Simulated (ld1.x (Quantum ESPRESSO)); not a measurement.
# niobium (Nb): one change to a TM potential, before and after

Nb, norm-conserving Troullier–Martins (Kleinman–Bylander form), made with ld1.x (Quantum ESPRESSO) 7.5 (PBEsol, scalar-relativistic). Core [Kr], reference 4d4 5s1 5p0. Waves: 5s (bound): rc 2.20 bohr; 5p (bound, empty): rc 2.95 bohr; 4d (bound): rc 2.40 bohr. Local part: the d channel. Core correction: Bessel-smoothed model core inside 2.30 bohr.

Change: core correction Bessel-smoothed model core inside 1.02 bohr.

Cutoffs: the cutoffs (Ry, on a coarse ladder) from which the occupation-weighted sum of valence levels, in a spherical-Bessel basis at the reference potential, stays within 10 and 1 mRy of its value at 400 Ry; they do not see the model core or the augmentation charge, which bear on the density cutoff. Errors are all-electron minus pseudo energies relative to the spin-unpolarised reference configuration.

Problem. How do hardness, ghosts and transferability respond?

Solution. The potential gets neither clearly harder nor softer (30 Ry and 35 Ry → 30 Ry and 35 Ry); both files keep a bound ghost (p, s); the errors of the 6 common tests hardly move. A model core, the more so a compact one, raises the density cutoff, which this test does not measure.

| quantity | base | changed |
| --- | --- | --- |
| cutoff, loose | 30 Ry | 30 Ry |
| cutoff, tight | 35 Ry | 35 Ry |
| bound ghosts | s, p | s, p |
| tests counted (converged, no solver errors) | 6 of 7 | 6 of 7 |
| error for 4d4 5s0 5p0, meV [ΔE 6.65 eV] | -7.1 | -8.1 |
| error for 4d3 5s0 5p0, meV [ΔE 20.68 eV] | -80 | -80 |
| error for 4d2 5s0 5p0, meV [ΔE 45.38 eV] | -492 | -506 |
| error for 4d5 5s0 5p0, meV [ΔE 1.28 eV] | -26 | -28 |
| error for 4d4.5 5s0.5 5p0, meV [ΔE 0.57 eV] | -8.2 | -8.7 |
| error for 4d3 5s1 5p0, meV [ΔE 7.04 eV] | -47 | -48 |
| s: phases at 3.21 bohr within 0.05 rad from the reference energy up to (Ry; the scan ends near 5) | 2.4 | 2.4 |
| p: phases at 3.21 bohr within 0.05 rad from the reference energy up to (Ry; the scan ends near 5) | 3.3 | 3.3 |
| d: phases at 3.21 bohr within 0.05 rad from the reference energy up to (Ry; the scan ends near 5) | 1.3 | 1.3 |

Base: Tests not counted: 4d3 5s1 5p1 (solver errors, printed error -1.7 eV). Changed file: Tests not counted: 4d3 5s1 5p1 (solver errors, printed error -3.2 eV). A true bound ghost makes a file unfit for plane-wave use even where its test errors are small: the radial tests pick states by their node count and pass the ghost by. Where a test does run into it, the solver fails or the error is huge.
